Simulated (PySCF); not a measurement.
**RbMg⁻ at RHF-SCS-MP2**

Level: RHF-SCS-MP2. PySCF, scalar-relativistic core potentials, basis sets Rb def2-SVPD with ECP28, Mg def2-SVPD.

For RbMg⁻, the state is ¹Σ⁺ (singlet), closed shell. The bond length is 4.826 Å and the harmonic wavenumber is 33.9 cm⁻¹. The force constant is 0.0127 mdyn/Å, the rotational constant Be is 0.03870 cm⁻¹ and the anharmonicity ωexe is 0.474 cm⁻¹. The vibration–rotation constant αe is 0.000809 cm⁻¹.

Correlated steps freeze 1 core orbital.
